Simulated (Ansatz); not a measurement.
Computed with Ansatz on PBE0-D4/def2-TZVP structures; ΔE is electronic, products minus reactants. CBS: MP2 limit from def2 TZ/QZ plus the TZ coupled-cluster correction, frozen cores. This one scheme is used for every species. Functionals use def2-TZVPP. B3LYP here is the variant with VWN-RPA as its local correlation; programs differ in this. For Br outer-core shells are correlated without core-valence functions, which leaves a few kJ/mol of doubt a bond. Scalar relativity is left out up to krypton.

Consider the formal exchange of groups at the Si–Br bond: `F[C@H]1C[Si@@H]1Br` + SiH₄ → `F[C@H]1C[Si@H]1[SiH3]` + HBr.

| level | ΔE (kcal/mol) | difference from CCSD(T)/CBS |
| --- | --- | --- |
| PBE-D4 | 15.6 | -3.4 |
| r2SCAN-D4 | 18.1 | -0.9 |
| PBE0-D4 | 16.8 | -2.2 |
| B3LYP-D4 | 18.4 | -0.6 |
| ωB97X-V | 18.7 | -0.3 |
| ωB97M-V | 19.8 | 0.8 |
| B2PLYP | 19.6 | 0.6 |
| PBE | 15.9 | -3.1 |
| r2SCAN | 18.2 | -0.8 |
| PBE0 | 17.2 | -1.8 |
| B3LYP | 19.0 | 0.0 |
| HF/def2-TZVPP | 23.2 | 4.2 |
| MP2/def2-TZVPP | 20.3 | 1.3 |
| SCS-MP2/def2-TZVPP | 20.6 | 1.6 |
| CCSD/def2-TZVPP | 18.7 | -0.3 |
| CCSD(T)/def2-TZVPP | 18.1 | -0.9 |
| HF/def2-QZVPP | 23.3 | 4.3 |
| MP2/def2-QZVPP | 20.8 | 1.8 |
| SCS-MP2/def2-QZVPP | 21.1 | 2.1 |
| HF/CBS(def2) | 23.3 | 4.3 |
| MP2/CBS(def2) | 21.2 | 2.2 |
| CCSD/CBS(def2) | 19.6 | 0.6 |
| CCSD(T)/CBS | 19.0 | 0 |

Largest T1 diagnostic among the species: 0.013.

In def2-TZVPP, CCSD(T) changes the Hartree–Fock value by −5.1 kcal/mol (the triples alone add −0.6 kcal/mol) and MP2 by −2.9 kcal/mol. From PBE to PBE0 (25 % exact exchange), in def2-TZVPP and without D4, ΔE moves by +1.3 kcal/mol.
